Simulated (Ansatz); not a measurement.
Stepwise reaction of `CCOB(O)O` with hydrogen, as a gas-phase model of exchange steps in deposition or etching. ΔE in kJ/mol.

Program: Ansatz. Geometries: PBE0-D4/def2-TZVP. ΔE: electronic, gas phase. CCSD(T)/CBS adds triple-zeta CCSD(T) − MP2 to the extrapolated MP2 energy (def2 sets, frozen cores). This one scheme is used for every species. DFT in def2-TZVPP. B3LYP here is the variant with VWN-RPA as its local correlation; programs differ in this. One conformer a species, not always the lowest.

| step | reaction | PBE-D4 | B3LYP-D4 | ωB97M-V | CCSD(T)/CBS |
| --- | --- | --- | --- | --- | --- |
| 1 | `CCOB(O)O` + H₂ → `CCOBO` + H₂O | 96.3 | 101.0 | 102.2 | 97.7 |
| 2 | `CCOBO` + H₂ → `BOCC` + H₂O | 116.7 | 117.4 | 117.9 | 111.7 |

(1) By hand: ΔE of the 2 steps together at CCSD(T)/CBS.

## Answers

(1) (97.7) + (111.7) = 209.4 kJ/mol, or 104.7 kJ/mol a step.

In ΔE each step is higher than the one before. All are uphill at CCSD(T)/CBS. PBE-D4 differs from CCSD(T)/CBS by -1.4 to 5.0 kJ/mol a step. Isolated molecules leave out the surface, adducts and barriers. Largest T1 diagnostic: 0.013.
